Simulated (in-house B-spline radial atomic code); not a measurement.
Settings and results of a run for C III (C2+) (an excited or competing configuration). Method: scalar-relativistic (X2C) B97-1, spin-polarised, spherical fractional occupations, exact exchange averaged over the configuration, Fermi nucleus of rms radius 2.4702 fm. Calculated with an all-electron radial atomic-structure program (B-spline basis).

Command:
```bash
python run_scf.py task.json out
```
Settings (nuclear radius in fm, mass in u):
```
Z                6
configuration    [He] 2s1 3p1
hamiltonian      x2c
method           b97_1
spin_polarised   True
nucleus          fermi
rms_radius       2.4702
atomic_mass      12.0
speed_of_light   137.035999084
exact_exchange   averaged over the configuration
```

Output (hartree, bohr):
```
 radial grid: 71 intervals, B-splines of order 8, outer radius 25.5556 bohr

 iter        energy (Eh)    residual
    1         -35.024946    2.07e-01
    2         -35.389264    1.85e-02
    3         -35.391835    9.81e-03
    4         -35.392401    5.19e-03
    5         -35.392565    5.63e-04
    6         -35.392567    1.76e-04
    7         -35.392568    4.92e-05
    8         -35.392568    3.10e-07
    9         -35.392568    3.51e-08

 total energy                       -35.39257
 kinetic                              35.3644
 electron-nucleus                    -77.1312
 Hartree                              10.5225
 exact exchange                       -0.8323
 exchange-correlation                 -3.3160

 orbital      occ     eigenvalue          <r>       <r^2>       <1/r>       r_max
 1s up      1.000       -12.1330     0.268248   0.0972572     5.68428      0.1735
 1s down    1.000       -12.0875     0.268589   0.0973701      5.6748      0.1738
 2s up      1.000        -1.8538      1.28487     1.93492      1.1244       1.082
 3p up      1.000        -0.5212      3.55524     14.4221    0.381601       3.341
```

Time taken, with all properties: 0.09 s on 1 thread of Intel(R) Xeon(R) 6975P-C, with other jobs on the host.
